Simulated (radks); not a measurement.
Species: Ga3+. Configuration: [Ar] 3d10. All-electron calculation, scalar-relativistic Kohn-Sham, PBE, spin-polarised, spherical densities, point nucleus. Program: a radial shooting solver on a logarithmic mesh with Libxc functionals.

X-ray form factor f0, the Fourier transform of the density (f0(0) = 28):

sin(theta)/lambda (1/angstrom),f0 (electrons)
0.05,27.770
0.1,27.104
0.15,26.062
0.2,24.734
0.25,23.214
0.3,21.596
0.4,18.358
0.5,15.432
0.6,12.996
0.8,9.613
1,7.718
1.25,6.440
1.5,5.619
2,4.244
